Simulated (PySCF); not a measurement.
H8N2Si2. Atoms are numbered in the order given.

```xyz
12

Si     1.1032    -0.3149    -0.6640
N      1.6464     0.9373     0.4289
Si    -1.0598    -0.7026     0.1780
N     -1.6255     0.9323     0.5492
H      2.0034    -1.5230    -0.6011
H      1.0268     0.0599    -2.1353
H      0.8895     1.5291     0.7907
H      2.4894     1.4840     0.2383
H     -1.9280    -1.5204    -0.7583
H     -1.0273    -1.4344     1.4939
H     -1.7791     1.5509    -0.2541
H     -2.4275     1.0126     1.1830
```
Charge 0, spin multiplicity 1.

The structure is a stationary point at PBE-D3(BJ)/def2-SVP. One conformer was computed; it need not be the lowest.

The numbers are results of PySCF with PBE-D3(BJ)/def2-SVP, not measurements.

Frequencies are harmonic and unscaled.

Computed normal modes with their intensities:
| mode | ν (cm⁻¹) | IR (km/mol) | moving atoms (share of kinetic energy) |
|---|---|---|---|
| 1 | 69 | 1.5 | N 48 %, H 33 %, Si 19 % |
| 2 | 128 | 1.1 | N 63 %, H 26 %, Si 11 % |
| 3 | 183 | 3.1 | H 63 %, Si 20 %, N 17 % |
| 4 | 277 | 9.0 | H 63 %, Si 21 %, N 16 % |
| 5 | 293 | 55.0 | H 91 % |
| 6 | 404 | 29.5 | H 78 %, Si 19 % |
| 7 | 415 | 4.2 | Si 72 %, H 27 % |
| 8 | 451 | 190.6 | H 81 %, N 16 % |
| 9 | 500 | 92.0 | H 82 %, N 15 % |
| 10 | 549 | 20.6 | H 78 %, Si 19 % |
| 11 | 656 | 30.0 | H 91 % |
| 12 | 690 | 21.0 | H 91 % |
| 13 | 729 | 41.0 | H 88 %, N 8 % |
| 14 | 757 | 59.8 | H 64 %, N 29 % |
| 15 | 800 | 168.2 | H 41 %, Si 30 %, N 29 % |
| 16 | 830 | 56.7 | N 45 %, Si 30 %, H 24 % |
| 17 | 880 | 190.7 | H 81 %, N 11 % |
| 18 | 915 | 13.0 | H 77 %, Si 13 %, N 9 % |
| 19 | 924 | 64.0 | H 93 % |
| 20 | 960 | 96.2 | H 93 % |
| 21 | 1480 | 40.4 | H 91 %, N 9 % |
| 22 | 1502 | 23.9 | H 91 %, N 9 % |
| 23 | 2066 | 137.0 | H 97 % |
| 24 | 2090 | 191.6 | H 97 % |
| 25 | 2139 | 109.3 | H 97 % |
| 26 | 2157 | 110.7 | H 97 % |
| 27 | 3450 | 25.2 | H 96 % |
| 28 | 3457 | 9.4 | H 96 % |
| 29 | 3549 | 17.1 | H 92 %, N 8 % |
| 30 | 3565 | 36.6 | H 92 %, N 8 % |
